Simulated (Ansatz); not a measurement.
C$_{2}$H$_{3}$ClOTe (`ClC1([TeH])CO1`). Charge 0, multiplicity 1. Te: def2 effective core potential. Geometry: relaxed with PBE0-D4/def2-TZVP.

```xyz
8

Cl   -1.472    1.428   -0.002
C    -0.206    0.208   -0.098
Te    1.393    0.685   -1.434
C     0.066   -0.603    1.085
O    -0.658   -1.098   -0.042
H     0.355    0.848   -2.714
H     1.052   -1.038    1.230
H    -0.530   -0.430    1.975
```

Problem. What is the dipole moment at r2SCAN/def2-TZVPP? (An estimate is asked.)

Solution. The calculation gave: 1.68 D, with components (1.36, -0.12, 0.97) D in this frame, pointing from negative to positive charge.

Problem. And with PBE, B3LYP, ωB97M-V? (Best estimate.)

Solution. Computed: PBE 1.61 D, B3LYP 1.79 D, ωB97M-V 1.78 D.

Problem. Give the Mulliken charges with r2SCAN, ωB97M-V, PBE in def2-TZVPP. (An estimate is asked.)

Solution. Ansatz gave: 
| atom | r2SCAN | ωB97M-V | PBE |
| --- | --- | --- | --- |
| Cl1 | -0.12 | -0.07 | -0.11 |
| C2 | 0.16 | 0.05 | 0.10 |
| Te3 | 0.09 | 0.12 | 0.10 |
| C4 | 0.01 | -0.06 | -0.06 |
| O5 | -0.28 | -0.27 | -0.22 |
| H6 | -0.01 | 0.01 | -0.01 |
| H7 | 0.07 | 0.11 | 0.10 |
| H8 | 0.07 | 0.12 | 0.10 |

B3LYP here is the variant with VWN-RPA as its local correlation; programs differ in this.
